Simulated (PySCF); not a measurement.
C₁₀H₇N₃, SMILES C12=CC=NC3=CC=CC(=NC=C2)N31.

Coordinates come from a PBE-D3(BJ)/def2-SVP optimisation.

Method: TDA-PBE/def2-SVP (PySCF).

Vertical excitations. Isolated molecule, no solvent. State labels are in the subgroup C2v.

**Question.** Give excitation energies, oscillator strengths and character. (Estimate from the structure and the level; the computed values follow.)

**Answer.** 
```json
[
 {"state": "S1", "symmetry": "B2", "energy (eV)": "1.65", "λ (nm)": "753", "f": "0.000", "main pairs": "HOMO→LUMO 99 %"},
 {"state": "S2", "symmetry": "A2", "energy (eV)": "3.04", "λ (nm)": "407", "f": "0.000", "main pairs": "HOMO−1→LUMO 100 %"},
 {"state": "S3", "symmetry": "B2", "energy (eV)": "3.45", "λ (nm)": "359", "f": "0.073", "main pairs": "HOMO→LUMO+1 71 %, HOMO−3→LUMO 25 %"},
 {"state": "S4", "symmetry": "B1", "energy (eV)": "3.63", "λ (nm)": "342", "f": "0.000", "main pairs": "HOMO−2→LUMO 100 %"},
 {"state": "S5", "symmetry": "A1", "energy (eV)": "3.74", "λ (nm)": "331", "f": "0.153", "main pairs": "HOMO→LUMO+2 78 %, HOMO−4→LUMO 14 %"},
 {"state": "S6", "symmetry": "A2", "energy (eV)": "4.23", "λ (nm)": "293", "f": "0.000", "main pairs": "HOMO−1→LUMO+1 99 %"},
 {"state": "T1", "symmetry": "B2", "energy (eV)": "1.45", "λ (nm)": "857", "f": "0", "main pairs": "HOMO→LUMO 100 %"},
 {"state": "T2", "symmetry": "B2", "energy (eV)": "2.31", "λ (nm)": "536", "f": "0", "main pairs": "HOMO→LUMO+1 100 %"}
]
```
Triplets are in the Tamm–Dancoff approximation.
